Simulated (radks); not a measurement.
Fractional charge and spin in the 5p shell of osmium: the spin-up occupation runs from 2 to 3 and the spin-down occupation from 2 to 3; the fullest corner is Os3+, [Kr] 4d10 4f14 5s2 5d(up 2.5, down 2.5) 5p(up 3, down 3). All-electron calculation, scalar-relativistic Kohn-Sham, PBE, spin-polarised, spherical densities, finite nucleus; Fermi nuclear charge, rms radius of each element as measured or else 0.836 A^(1/3) + 0.57 fm. Program: a radial shooting solver on a logarithmic mesh with Libxc functionals. Energy (eV) minus the two flat planes that join the four corners (they meet along the diagonal where the two added fractions sum to one electron); zero is where a piecewise linear energy would lie.

\begin{tabular}{lrrrrr}
down \ up & 2 & 2.25 & 2.5 & 2.75 & 3 \\ \hline
2 & 0.000 & -1.581 & -2.100 & -1.569 & 0.000 \\
2.25 & -1.581 & -2.037 & -1.445 & 0.184 & -1.495 \\
2.5 & -2.100 & -1.445 & 0.245 & -1.374 & -1.984 \\
2.75 & -1.569 & 0.184 & -1.374 & -1.924 & -1.481 \\
3 & 0.000 & -1.495 & -1.984 & -1.481 & 0.000 \\
\end{tabular}

Corners above the fullest one (they belong to Os4+ and the next ion): (up 3, down 2) 89.072 eV, (up 2, down 3) 89.072 eV, (up 2, down 2) 195.48 eV. With half an added electron in each spin the energy lies 0.245 eV from the planes, and with half an added electron in spin up alone -2.100 eV. The planes are only a guide here: the flat-plane condition holds for ground states with one frontier orbital, while this shell lies below other occupied shells, so the corners above the fullest one are inner-hole states and not the ground states of those ions.
